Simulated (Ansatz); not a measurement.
```yaml
crystal:
  periodic: [false, false, false]
  atoms:
    - {symbol: B, position_ang: [-0.438531, 0.141207, -0.593727]}
    - {symbol: C, position_ang: [0.875547, 0.907492, -0.280454]}
    - {symbol: Te, position_ang: [1.258340, -1.218336, 0.205793]}
    - {symbol: C, position_ang: [-0.856732, -0.719393, 0.629632]}
    - {symbol: H, position_ang: [-0.851434, -0.037914, -1.699857]}
    - {symbol: H, position_ang: [1.490084, 1.302665, -1.084664]}
    - {symbol: H, position_ang: [1.010840, 1.438799, 0.658150]}
    - {symbol: H, position_ang: [-1.547251, -1.549872, 0.511058]}
    - {symbol: H, position_ang: [-0.438531, 0.441207, -0.543727]}
basis:
  gaussian: {orbitals: def2-SVPD}
hamiltonian: {xc: {name: RPBE}, dispersion: d4}
```

```sh
$ ansatz run in.yaml --threads 2 --pin off --events-out ev --progress --plain --max-ram 4352MiB
```

It prints (some lines left out):

```
Functional definition: RPBE
1197 factors; their error is unknown
mean field evaluation 1: about -9987.8537 eV, gradient 1.2e2 eV
mean field evaluation 2: about -9445.5341 eV, gradient 3.1e2 eV
mean field evaluation 4: about -10035.1296 eV, gradient 2.2e1 eV
mean field evaluation 8: about -10036.8679 eV, gradient 3.3e0 eV
mean field evaluation 16: about -10036.8773 eV, gradient 1.4e-2 eV
mean field -10036.87728826 eV, -368.8484371037 hartree, gradient 2.7e-5 eV, S^2 0.000000; 2 other end points of the search recorded, 0 dependent functions left out
reference -10036.87735618 eV, -368.8484395999 hartree; 23, 23 occupied and 112, 112 virtual orbitals, 1197 factors
Total energy: -10037.72093590 eV, -368.8794405826 hartree
```

Question: Something in this input is off. What?

Answer: One atom was put on top of another. Self-consistency was reached. The result belongs to that input, not to the molecule as meant.
